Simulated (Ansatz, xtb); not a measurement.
## C5H2N4: which of two isomers lies lower

Structure X is `N#Cc1cnc(C#N)[nH]1`, a singlet and structure Y is `N#Cc1c[nH]c(C#N)n1`, a singlet. Both are isolated molecules in the gas phase, relaxed with B3LYP-D3(BJ)/def2-SVP.

**Question.** Estimate which is lower in electronic energy at CCSD(T)/def2-SVP + ΔMP2/def2-TZVPP, and by roughly how much.

**Answer.** CCSD(T)/def2-SVP + ΔMP2/def2-TZVPP gives E(Y) − E(X) = −0.036 eV, slightly favouring structure Y, which is too small a margin to settle the true order.

The same difference at several levels:

| level | geometry | E(Y) − E(X) (eV) | departure from the last row (eV) | job, with rough time for the two |
| --- | --- | --- | --- | --- |
| GFN2-xTB | GFN2-xTB | +0.046 | +0.082 | optimisation, 0.15 s |
| HF/STO-3G | GFN2-xTB | −0.096 | −0.060 | single point, 0.56 s |
| r2SCAN-D4/def2-SVP | GFN2-xTB | +0.004 | +0.040 | single point, 3.7 s |
| B3LYP-D3(BJ)/def2-SVP | B3LYP-D3(BJ)/def2-SVP | −0.006 | +0.030 | optimisation, 44 s |
| HF/def2-SVP | B3LYP-D3(BJ)/def2-SVP | −0.073 | −0.037 | part of the CCSD(T) run |
| MP2/def2-SVP | B3LYP-D3(BJ)/def2-SVP | −0.025 | +0.011 | part of the CCSD(T) run |
| CCSD(T)/def2-SVP | B3LYP-D3(BJ)/def2-SVP | −0.042 | −0.005 | single point |
| CCSD(T)/def2-SVP + ΔMP2/def2-TZVPP | B3LYP-D3(BJ)/def2-SVP | −0.036 |  | single point, 95 s |

As drawn, both hold the same kinds of bond in the same numbers.

The largest departure from CCSD(T)/def2-SVP + ΔMP2/def2-TZVPP is that of GFN2-xTB, 0.082 eV. The last row adds to CCSD(T) the change of the MP2 difference between the two basis sets, here +0.005 eV.

With thermal terms from frequencies at re-optimised GFN2-xTB minima (ideal gas, soft modes damped towards free rotors, one conformer each, 298.15 K, 1 atm): on the last row, ΔE + ΔZPE = −0.037, ΔH = −0.038, ΔG = −0.036 eV.

The correlated steps freeze 9 core orbitals. Programs: Ansatz 0.2.0, xtb 6.7.1; the last row on 2 threads of Intel(R) Xeon(R) Platinum 8488C (Sapphire Rapids) on a shared host.
